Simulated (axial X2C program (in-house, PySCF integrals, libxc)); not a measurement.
**LiRu⁺ along the bond: PBE0, two-component**

All values were computed with an in-house relativistic program for diatomic molecules. Two-component (2c) means X2C with spin–orbit coupling and atomic mean-field two-electron Coulomb and Gaunt terms. Basis: Ru dyall-cv3z [12s12p8d5f3g], Li dyall-cv3z [7s8p2d] (cores contracted in-house); Gaussian nuclei, density fitting, unrestricted open shells. Masses: Ru 101.904 u, Li 7.016 u.

State: Ω = 4 (⟨Sz⟩ = 1.99, ⟨Lz⟩ = 2.01 at PBE0). Dipoles are positive if Li is the positive end and refer to the centre of mass.

Results along the bond:

| R (Å) | μ (D) | HOMO (eV) | LUMO (eV) |
| --- | --- | --- | --- |
| 2.434 | 6.431 | -11.12 | -7.75 |
| 2.546 | 6.834 | -11.00 | -7.68 |
| 2.630 | 7.149 | -10.91 | -7.62 |
| 2.714 | 7.474 | -10.82 | -7.57 |
| 2.798 | 7.808 | -10.73 | -7.51 |
| 2.896 | 8.209 | -10.62 | -7.44 |
| 2.994 | 8.622 | -10.51 | -7.36 |
| 3.120 | 9.166 | -10.37 | -7.27 |
| 3.274 | 9.850 | -10.19 | -7.16 |
| 3.498 | 10.877 | -9.94 | -6.99 |

One determinant describes the state; a PBE0 search over occupations chose it and may have missed a lower one. Density functionals use the spin component along the axis (collinear). PBE0 can misorder states that lie within some tenths of an eV, so this need not be the ground state of the molecule. The nearest other 2c determinant of the search, Ω = 2, lies 0.18 eV up at the distance of the search. The functionals have no current-density term, which raises determinants with orbital currents, atoms included. With several unpaired electrons one determinant need not be a pure state. Open-shell Ω = 0 determinants with evenly filled partner blocks cannot be reached by this program, so the Ω shown need not be the lowest component.
